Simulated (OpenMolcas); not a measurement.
Pr3+ among 8 point charges of -2 e arranged as a hexagonal bipyramid (D6h). The axial distance is 0.86 times the equatorial one, R.

| Item | Value |
| --- | --- |
| Program | OpenMolcas 26.06 |
| Method | SS-CASPT2, IPEA 0.25 Eh, imaginary shift 0.1 Eh (closed shells correlated: 5s 5p) |
| Basis | ANO-RCC-VDZP [7s6p4d2f1g] |
| Scalar Hamiltonian | DKH2, point nucleus |
| Active space | 2 electrons in 7 orbitals (4f) |
| State averaging | 2S+1 = 3 even, 21 roots; 2S+1 = 1 even, 27 roots kept (CI in the orbitals of an earlier block) |
| Spin-orbit coupling | RASSI with atomic mean-field integrals over the reference wave functions |

All point charges move together. At R = 2.44 Å the width of the lowest J multiplet is 976 cm-1, and at R = 2.92 Å it is 511 cm-1.

Task: A third run gives 678 cm-1. What distance was it run at?

Result: With a power law R^-n the two known points give n = -ln(511 / 976) / ln(2.92 / 2.44) = 3.60. Then R = 2.44 × (976 / 678)^(1/3.60) = 2.700 Å. The run was at 2.71 Å, so the estimate is off by -0.010 Å.

Roots that are degenerate in the reference are averaged as groups; the widest CASPT2 spread within a group is 64 cm-1 (the 2-fold group of multiplicity 1 near 18700 cm-1 above the lowest state of its run, R = 2.44). Shifts and gaps below about the spread of the groups concerned are not significant. This is an electrostatic model: the charges have no orbitals. An unlabelled pair can be two single states that coincide in this model. No measured value stands beside these numbers.
